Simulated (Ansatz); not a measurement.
The cluster Te₂Pb₃⁺, relaxed as a doublet with UKS PBE0-D4/def2-SVP in Ansatz, starting from the GFN1-xTB geometry. Force threshold 0.02 eV/Å.

In the def2 sets Pb, Te take a core potential; there is no spin–orbit coupling. Another isomer (doublet) lies 1.01 eV lower at PBE0-D4/def2-TZVP; other spin states weren't run for this one.

Start:

```xyz
5

Pb   -0.567   -0.094    1.725
Pb    2.437    0.078    0.517
Pb    0.163   -0.829   -1.610
Te    0.343    1.857   -0.335
Te   -2.376   -1.012   -0.298
```

(1) Estimate the energy that the relaxation releases and the steps that it takes.

(2) Does the start keep its bonding and symmetry?

(3) Predict the relaxed structure.

Answers

(1) 9.2 kJ/mol, in 6 steps; 1.7 min on 4 threads of AMD EPYC on a shared host. No frequencies were taken in this run, so the end may be a saddle point.

(2) By distances, no bond broke or formed. The bond that changes most is Pb3–Te4, from 2.98 to 3.13 Å (atoms count from 1). Point group Cs at the start, Cs at the end, both within 0.05 Å.

(3) 
Cartesian coordinates in Å:
```
Pb -0.5807 -0.2340 1.7410
Pb 2.4978 0.2063 0.5014
Pb 0.1448 -0.9644 -1.5723
Te 0.3751 1.9014 -0.3370
Te -2.4369 -0.9093 -0.3332
```
Bond lengths (bridged metal pairs left out): 5 × Pb–Te 2.84 to 3.13 Å.
